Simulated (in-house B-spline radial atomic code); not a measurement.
Results of a calculation; reference values are marked as such.
# Making a Troullier-Martins d channel for Cr, r_c = 2.19 bohr

Cr, [Ar] 3d5 4s1, non-relativistic PBE, spherical and spin-unpolarised, from a B-spline radial code for spherical atoms (atomic units). The all-electron 3d level is ε = -0.110058 hartree and its outer maximum at 0.84 bohr.

Inside r_c the pseudo-orbital is u(r) = r^3 exp(p(r)), with p = c0 + c2 r² + c4 r⁴ + … + c12 r¹². The seven coefficients follow from p and its first four derivatives at r_c, from zero curvature of the screened potential at the origin, c4 = −c2²/(2l + 5), and from the norm inside r_c. At r_c the all-electron orbital has P = 0.4349007, P' = -0.2350347, the screened potential V = -0.5703987, V' = 0.5739599, V'' = -0.9792146, and the norm inside is Q = 0.816658.

**Question.** What are p, p' and p'' at r_c?

**Answer.** p = ln(P/r_c^3) = ln(0.4349007/10.5035) = -3.18434. p' = P'/P − 3/r_c = -0.54043 − 1.36986 = -1.91030. The radial equation gives p'' = 2(V − ε) − 2(3) p'/r_c − p'² = -0.92068 − (-5.23369) − 3.64923 = 0.66378. Differentiating, p''' = 2V' + 2(3)p'/r_c² − 2(3)p''/r_c − 2p'p'' = -0.52444, and p'''' = 2V'' − 4(3)p'/r_c³ + 4(3)p''/r_c² − 2(3)p'''/r_c − 2p''² − 2p'p''' = 0.43679.

For a trial c2 the five matching conditions are linear in c0, c6, c8, c10 and c12, and c2 is varied until the norm inside r_c equals Q. The root nearest zero gives:

```csv
n,c_n
0,1.437065
2,-1.469307
4,-0.2398738
6,0.2292245
8,-0.05713573
10,0.006409766
12,-0.0002777013
```

**Question.** Check c4 and p(r_c), and find the screened pseudopotential at the origin.

**Answer.** −c2²/9 = -0.239874, as listed. The terms c_n r_c^n are 1.43707, -7.04695, -5.51772, 25.28866, -30.23157, 16.26610, -3.37993, which sum to -3.18434. Inverting the radial equation, V_l(r) = ε + 3 p'/r + (p'' + p'²)/2, so V_l(0) = ε + (2l + 3) c2 = -0.110058 + 7 × (-1.46931) = -10.3952 hartree, finite where the all-electron potential diverges.

Orbitals and screened potentials:

| r (bohr) | P | u | V all-electron | V pseudo |
| --- | --- | --- | --- | --- |
| 0.219 | 0.2275 | 0.04117 | -59.18 | -10.37 |
| 0.548 | 0.701 | 0.4385 | -12.86 | -9.63 |
| 0.876 | 0.804 | 0.8664 | -4.958 | -6.868 |
| 1.205 | 0.7305 | 0.8554 | -2.351 | -3.07 |
| 1.533 | 0.6217 | 0.661 | -1.313 | -0.8274 |
| 1.862 | 0.5201 | 0.5224 | -0.8259 | -0.5309 |
| 2.19 | 0.4349 | 0.4349 | -0.5704 | -0.5704 |

Logarithmic derivatives P'/P at R = 2.49 bohr, for energies E around ε:

| E − ε (hartree) | all-electron | pseudo |
| --- | --- | --- |
| -0.5 | 1.06062 | 1.09157 |
| -0.25 | 0.680256 | 0.706172 |
| -0.1 | 0.222221 | 0.234875 |
| 0 | -0.528134 | -0.52814 |
| 0.1 | -5.39095 | -4.74752 |
| 0.25 | 2.63386 | 3.11628 |
| 0.5 | 1.19015 | 1.43439 |
